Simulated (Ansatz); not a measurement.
Ansatz (a program for electronic structure) input (CCSD(T)/cc-pV(Q+d)Z):
A basis named .json is the Basis Set Exchange file of that set.

Ansatz 0.2 input:
```yaml
crystal:
  periodic: [false, false, false]
  atoms:
    - {symbol: F, position_ang: [1.90424941, -0.74134582, 0.38562905]}
    - {symbol: Si, position_ang: [1.02145584, 0.57823933, 0.64948690]}
    - {symbol: O, position_ang: [-0.35862209, 0.46895031, -0.20227869]}
    - {symbol: Si, position_ang: [-1.71574742, -0.36433387, -0.62799190]}
    - {symbol: H, position_ang: [1.79961365, 1.73074289, 0.11043852]}
    - {symbol: H, position_ang: [-1.37996749, -1.35429774, -1.67318321]}
    - {symbol: H, position_ang: [-2.26899276, -1.05762919, 0.55683292]}
    - {symbol: H, position_ang: [-2.69983909, 0.60701766, -1.14744992]}
basis:
  gaussian:
    orbitals: cc-pV_Q+d_Z.json
magnetization: {spin_polarized: true, initial_magnetization: 1}
correlation: {method: ccsd_t, electrons: outside_noble_gas}
```

End of the output:

```
integrals: 7.56 GiB planned
2158 factors; integrals over basis functions are off by at most 6.1e-4 eV
2.44 GiB of device memory are held for the factors and their scratch space
mean field: 2.41 GiB planned
mean field evaluation 1: about -20533.5477 eV, gradient 3.1e1 eV
mean field evaluation 2: about -20533.5502 eV, gradient 3.1e1 eV
mean field evaluation 4: about -20537.5790 eV, gradient 2.9e0 eV
mean field evaluation 8: about -20537.6879 eV, gradient 1.9e-1 eV
mean field evaluation 16: about -20537.6739 eV, gradient 9.3e-1 eV
mean field -20537.68880064 eV, -754.7461424780 hartree, gradient 2.9e-6 eV, S^2 0.754575; 0 other end points of the search recorded, 0 dependent functions left out
12 core orbitals not correlated
reference -20537.68880064 eV, -754.7461424780 hartree; 13, 12 occupied and 333, 334 virtual orbitals, 2158 factors
second order -20.88296222 eV of doubles, -0.00000000 eV of singles
coupled cluster: 65.10 GiB planned
cycle   1  -20.92689166 eV  change   -4.4e-2 eV  update   1.0e-1
cycle   2  -21.43341463 eV  change   -5.1e-1 eV  update   3.1e-2
cycle   3  -21.56554992 eV  change   -1.3e-1 eV  update   1.7e-2
cycle   4  -21.55063188 eV  change    1.5e-2 eV  update   4.8e-3
cycle   5  -21.54927299 eV  change    1.4e-3 eV  update   2.5e-3
cycle   6  -21.55073319 eV  change   -1.5e-3 eV  update   9.0e-4
cycle   7  -21.55052032 eV  change    2.1e-4 eV  update   4.0e-4
cycle   8  -21.55057674 eV  change   -5.6e-5 eV  update   1.4e-4
cycle   9  -21.55064994 eV  change   -7.3e-5 eV  update   5.0e-5
cycle  10  -21.55063316 eV  change    1.7e-5 eV  update   2.0e-5
perturbative correction -0.74105824 eV, -0.0272333880 hartree
Total energy: -20559.98049203 eV, -755.5653470269 hartree
```

It need not be the lowest isomer of its formula.
